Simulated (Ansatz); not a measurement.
# GeF2 (SMILES [F][Ge][F]): the energy, rung by rung

GeF2: 3 atoms, total charge 0, spin state singlet. As SMILES, `[F][Ge][F]`. Geometry: a GFN2-xTB relaxation, a rough one for these elements and not checked as a minimum.

| atom | x (Å) | y (Å) | z (Å) |
| --- | --- | --- | --- |
| Ge | 0.0045 | -0.0079 | -0.8123 |
| F | 1.3208 | -0.0187 | 0.4151 |
| F | -1.3253 | 0.0267 | 0.3972 |

Quantity: the energy change with the Ge1–F3 bond stretched from 1.798 to 2.697 Å, in eV. The values are calculated.

| level | kind | program | value (eV) | less FCI/STO-3G | CPU time (all runs) |
| --- | --- | --- | --- | --- | --- |
| HF/STO-3G (restricted) | Hartree–Fock | Ansatz | 5.79 | +2.40 | 0.45 s |
| PBE/STO-3G (restricted) | GGA | Ansatz | 4.19 | +0.80 | 10 s |
| B3LYP/STO-3G (restricted) | global hybrid | Ansatz | 4.65 | +1.26 | 3.1 s |
| BHLYP/STO-3G (restricted) | global hybrid | Ansatz | 5.15 | +1.76 | 2.8 s |
| CAM-B3LYP/STO-3G (restricted) | range-separated hybrid | Ansatz | 5.07 | +1.68 | 3.7 s |
| B2PLYP/STO-3G (restricted) | double hybrid | Ansatz | 4.56 | +1.17 | 3.5 s |
| MP2/STO-3G (restricted) | perturbation theory | Ansatz | 4.52 | +1.13 | 0.96 s |
| CCSD(T)/STO-3G (restricted) | coupled cluster or CI | Ansatz | 3.40 | +0.01 | 0.92 s |
| CCSDT/STO-3G (restricted) | coupled cluster or CI | Ansatz | 3.41 | +0.02 | 2.4 s |
| FCI/STO-3G | exact in the basis | Ansatz | 3.39 | 0.00 | 4.2 s |

FCI/STO-3G is exact within its basis and frozen core, so for wave-function methods in that basis the difference is their error; functionals converge differently with the basis, so for them it is only a difference. A spin-restricted reference rises too steeply as a bond breaks; here HF/STO-3G, PBE/STO-3G, B3LYP/STO-3G, BHLYP/STO-3G, CAM-B3LYP/STO-3G, B2PLYP/STO-3G, MP2/STO-3G lie well above the multireference or unrestricted value. All-electron rows without a relativistic Hamiltonian named are non-relativistic. The first shape isn't each level's own minimum. The values span 3.39 to 5.79 eV. All rows use very small basis sets, so none should be taken for the real molecule's value. In the correlated wave-function rows the outer d shell of Ge is correlated, in sets not made for it. In so small a basis fixed costs decide the times, and correlated methods can beat functionals. CPU times are rough (shared hosts, several kinds of processor and program).
